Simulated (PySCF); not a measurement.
Gas-phase reaction: GaH3 + C3H6 (cyclic) ⇌ Ga(CH3)3

Method: PySCF energies plus ideal-gas RRHO corrections (1 bar). † marks an energy on the PBE0/def2-TZVP geometry and frequencies; other levels use their own. CCSD(T) freezes the core. 6-31G* has spherical d functions here. All species are closed-shell singlets. Ga: all electrons, no relativistic terms. Methyl groups turn as free rotors in Ga(CH3)3. GaH3: computed as isolated molecules; such fragments, hydroxides, amides, oligomers or adducts are transient or little studied in the gas. CCSD(T) isn't extrapolated to the basis-set limit. The harmonic model lacks anharmonicity and excited electronic states, which grow with temperature; levels with a mode under 35 cm⁻¹ are left out.

| level | ΔE electronic, kJ | ΔH°(298 K), kJ | ΔS°(298 K), J/K | ΔG°(600 K), kJ |
|---|---|---|---|---|
| BLYP/def2-TZVP† | -209 | -193 | -99 | -135 |
| CCSD(T)/def2-SVP† | -198 | -182 | -99 | -124 |
| HF/6-31G* | -185 | -168 | -101 | -108 |
| HF/def2-TZVP† | -188 | -172 | -99 | -114 |
| PBE/def2-SVP | -202 | -186 | -98 | -129 |
| PBE/def2-TZVP† | -215 | -200 | -99 | -142 |
| PBE0/def2-QZVP† | -216 | -201 | -99 | -143 |
| PBE0/def2-SVP† | -205 | -189 | -99 | -131 |
| PBE0/def2-TZVP | -215 | -200 | -99 | -142 |
| LDA/def2-TZVP† | -229 | -213 | -99 | -155 |
| ωB97M-V/def2-TZVP† | -219 | -204 | -99 | -146 |
ΔH° is lowest at LDA/def2-TZVP† and highest at HF/6-31G*. No reference value is set beside these.
